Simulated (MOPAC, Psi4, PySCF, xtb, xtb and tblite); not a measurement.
Two geometries of Si(H)3(NiPr2), SMILES CC(C)N([SiH3])C(C)C, relaxed at GFN2-xTB with one dihedral held; other torsions can differ between them too.

Structure A

```
25

Si    -1.4081    -0.1239    -0.5470
N     -0.0412     0.6608     0.1403
C     -0.2586     1.6711     1.1614
C     -0.2781     1.0858     2.5767
C      0.7249     2.8394     1.0547
C      1.2816     0.0532     0.0974
C      1.9211     0.2637    -1.2764
C      1.2666    -1.4339     0.4552
H     -1.0053    -0.7199    -1.8199
H     -2.4020     0.9285    -0.7614
H     -2.0188    -1.1808     0.2814
H     -1.2577     2.0760     0.9645
H      0.6953     0.6799     2.8447
H     -0.5377     1.8575     3.2974
H     -1.0157     0.2891     2.6352
H      1.7249     2.5643     1.3810
H      0.3815     3.6601     1.6800
H      0.7763     3.1849     0.0253
H      1.9083     0.5603     0.8376
H      1.3514    -0.2568    -2.0405
H      1.9394     1.3221    -1.5222
H      2.9408    -0.1150    -1.2801
H      0.7681    -1.5876     1.4089
H      2.2851    -1.8099     0.5299
H      0.7404    -2.0040    -0.3053
```

Structure B

```
25

Si    -1.4001    -0.1330    -0.5368
N     -0.0673     0.4286     0.3961
C     -0.2745     1.5796     1.2601
C      0.6174     1.5589     2.5054
C     -0.1054     2.9088     0.5157
C      1.3016     0.1616    -0.0253
C      1.5235     0.3742    -1.5239
C      1.7097    -1.2576     0.3749
H     -1.1165    -1.5039    -0.9585
H     -1.7266     0.6565    -1.7393
H     -2.5509    -0.0959     0.3659
H     -1.3141     1.5135     1.5972
H      1.6426     1.8409     2.2799
H      0.2305     2.2651     3.2364
H      0.6159     0.5667     2.9499
H      0.9168     3.0233     0.1610
H     -0.3352     3.7412     1.1767
H     -0.7768     2.9445    -0.3388
H      1.9593     0.8580     0.5026
H      0.9788    -0.3685    -2.1002
H      1.1802     1.3618    -1.8214
H      2.5827     0.2885    -1.7591
H      1.5629    -1.4026     1.4419
H      2.7573    -1.4302     0.1382
H      1.1057    -1.9869    -0.1568
```

Problem. Which is lower in energy at the level Psi4 with B3LYP-D3(BJ)/def2-SVP // GFN2-xTB, and by how much?

Solution. A is lower, by 2.45 kJ/mol (dihedral Si1–N2–C3–C4: 90° in A, 150° in B).

E(B) − E(A) in kJ/mol at the other levels, on the same two geometries: GFN2-xTB (xtb and tblite) 1.54; B3LYP/def2-SVP // GFN2-xTB (Psi4) 2.73; PBE/def2-SVP // GFN2-xTB (Psi4) 2.40; PBE-D3(BJ)/def2-SVP // GFN2-xTB (Psi4) 2.26; PM3, restricted, heats of formation // GFN2-xTB (MOPAC) -1.06; AM1, restricted, heats of formation // GFN2-xTB (MOPAC) 1.93; GFN1-xTB // GFN2-xTB (xtb) 2.60; restricted B3LYP/6-31G*, spherical d, density fitting // GFN2-xTB (PySCF) 2.48; restricted LDA (SVWN5)/6-31G*, spherical d, density fitting // GFN2-xTB (PySCF) 1.57; restricted M06-2X/6-31G*, spherical d, density fitting // GFN2-xTB (PySCF) 1.75; restricted Hartree-Fock/6-31G*, spherical d, density fitting // GFN2-xTB (PySCF) 2.99.
